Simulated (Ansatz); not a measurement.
PBE exchange is replaced step by step with exact exchange (0 % is PBE, 25 % PBE0; no dispersion term), basis def2-SVP, Ansatz. System: trans-[VF2(H2O)4]+ (VO4F2H8⁺). Charge 1, multiplicity 3. Geometry: PBE-D4/def2-SVP.

Geometry of the triplet:

```xyz
15

V     0.000    0.000    0.000
F     0.363    1.737    0.325
F    -0.364   -1.736   -0.325
O    -1.799    0.549   -0.945
H    -2.101   -0.079   -1.632
H    -1.787    1.435   -1.361
O     1.798   -0.557    0.944
H     1.781   -1.448    1.348
H     2.100    0.061    1.639
O    -0.947   -0.148    1.870
H    -1.648   -0.827    1.945
H    -1.323    0.684    2.224
O     0.949    0.155   -1.868
H     1.336   -0.670   -2.225
H     1.643    0.843   -1.939
```

HOMO and LUMO are taken over both spins.

```json
{"exact exchange (%)": "0", "HOMO (eV)": "-7.70", "LUMO (eV)": "-7.49", "gap (eV)": "0.21", "⟨S²⟩": "2.008"}
{"exact exchange (%)": "10", "HOMO (eV)": "-8.87", "LUMO (eV)": "-7.11", "gap (eV)": "1.76", "⟨S²⟩": "2.008"}
{"exact exchange (%)": "25", "HOMO (eV)": "-10.63", "LUMO (eV)": "-6.47", "gap (eV)": "4.16", "⟨S²⟩": "2.007"}
{"exact exchange (%)": "40", "HOMO (eV)": "-12.38", "LUMO (eV)": "-5.75", "gap (eV)": "6.63", "⟨S²⟩": "2.007"}
```

(1) Estimate the row for 15 %.

Answers

(1) 
| exact exchange (%) | HOMO (eV) | LUMO (eV) | gap (eV) | ⟨S²⟩ |
| --- | --- | --- | --- | --- |
| 15 | -9.46 | -6.90 | 2.55 | 2.008 |
